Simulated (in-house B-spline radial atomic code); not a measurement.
Values are calculated unless marked as measured or tabulated.
Making a Troullier-Martins p channel for P, r_c = 1.59 bohr

P, [Ne] 3s2 3p3, non-relativistic LDA (VWN5), spherical and spin-unpolarised, from an all-electron radial atomic-structure program (B-spline basis) (atomic units). The all-electron 3p level is ε = -0.206080 hartree, its outermost node lies just inside 0.65 bohr and its outer maximum at 1.83 bohr.

Inside r_c the pseudo-orbital is u(r) = r^2 exp(p(r)), with p = c0 + c2 r² + c4 r⁴ + … + c12 r¹². The seven coefficients follow from p and its first four derivatives at r_c, from zero curvature of the screened potential at the origin, c4 = −c2²/(2l + 5), and from the norm inside r_c. At r_c the all-electron orbital has P = 0.659113, P' = 0.1605626, the screened potential V = -1.221959, V' = 1.590496, V'' = -2.736397, and the norm inside is Q = 0.2309174.

What are p, p' and p'' at r_c?

p = ln(P/r_c^2) = ln(0.659113/2.5281) = -1.34433. p' = P'/P − 2/r_c = 0.24360 − 1.25786 = -1.01426. The radial equation gives p'' = 2(V − ε) − 2(2) p'/r_c − p'² = -2.03176 − (-2.55159) − 1.02872 = -0.50888. Differentiating, p''' = 2V' + 2(2)p'/r_c² − 2(2)p''/r_c − 2p'p'' = 1.8242, and p'''' = 2V'' − 4(2)p'/r_c³ + 4(2)p''/r_c² − 2(2)p'''/r_c − 2p''² − 2p'p''' = -6.4712.

For a trial c2 the five matching conditions are linear in c0, c6, c8, c10 and c12, and c2 is varied until the norm inside r_c equals Q. The root nearest zero gives:

```
 n            c_n
 0      -0.566551
 2     -0.3068996
 4    -0.01345534
 6     0.03968473
 8    -0.03043343
10    0.008963862
12  -0.0009179563
```

Check c4 and p(r_c), and find the screened pseudopotential at the origin.

−c2²/7 = -0.0134553, as listed. The terms c_n r_c^n are -0.56655, -0.77587, -0.08600, 0.64122, -1.24316, 0.92569, -0.23966, which sum to -1.34433. Inverting the radial equation, V_l(r) = ε + 2 p'/r + (p'' + p'²)/2, so V_l(0) = ε + (2l + 3) c2 = -0.20608 + 5 × (-0.3069) = -1.7406 hartree, finite where the all-electron potential diverges.

Orbitals and screened potentials:

```tsv
r (bohr)	P	u	V all-electron	V pseudo
0.159	-0.2227	0.01424	-62.2	-1.74
0.398	-0.2569	0.08561	-15.61	-1.718
0.636	-0.006193	0.2027	-6.974	-1.64
0.875	0.2638	0.3441	-3.894	-1.543
1.113	0.4668	0.4835	-2.465	-1.522
1.352	0.5949	0.5957	-1.694	-1.504
1.59	0.6591	0.6591	-1.222	-1.222
```

Logarithmic derivatives P'/P at R = 1.89 bohr, for energies E around ε:

```json
{"E − ε (hartree)": "-0.5", "all-electron": "0.605499", "pseudo": "0.602934"}
{"E − ε (hartree)": "-0.25", "all-electron": "0.310719", "pseudo": "0.309857"}
{"E − ε (hartree)": "-0.1", "all-electron": "0.104655", "pseudo": "0.104486"}
{"E − ε (hartree)": "0", "all-electron": "-0.0485555", "pseudo": "-0.0485562"}
{"E − ε (hartree)": "0.1", "all-electron": "-0.21731", "pseudo": "-0.217537"}
{"E − ε (hartree)": "0.25", "all-electron": "-0.506979", "pseudo": "-0.508789"}
{"E − ε (hartree)": "0.5", "all-electron": "-1.13077", "pseudo": "-1.14248"}
```

With P(R) = 0.6757879 and a norm of 0.3665108 inside R, what slope in energy does norm conservation fix?

d(P'/P)/dE = −2 × (norm inside R)/P(R)² = -1.6051 per hartree·bohr at E = ε, for both atoms, since orbital and norm agree at R. Differences over ±0.1 hartree give -1.6098 (all-electron) and -1.6101 (pseudo), which also hold third-order terms. Half a hartree below ε the two curves differ by -0.0026.
